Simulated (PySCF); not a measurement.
C₃H₂, SMILES [C][C][CH2] (connectivity only; charge and spin as stated), neutral, multiplicity 1.

The structure is a stationary point at PBE0-D3(BJ)/def2-TZVP.

The numbers are results of PySCF with SMD-M06-2X/def2-SVP, not measurements.

Solvation free energies are E(SMD) − E(gas) at the gas-phase geometry, for 1 M in both phases. In vacuum the dipole moment is 4.18 D.

| solvent | ΔG(solv) (kcal/mol) | its non-electrostatic (CDS) part | dipole (D) |
|---|---|---|---|
| water | -4.0 | 4.9 | 6.26 |
| acetone | ___ | ___ | ___ |
| benzene | -3.0 | 0.8 | 5.04 |

Fill in the missing entries. (An estimate is asked for; the answer gives what the named calculation found.)


- acetone, ΔG(solv) (kcal/mol): -6.4
- acetone, its non-electrostatic (CDS) part: 2.0
- acetone, dipole (D): 6.13
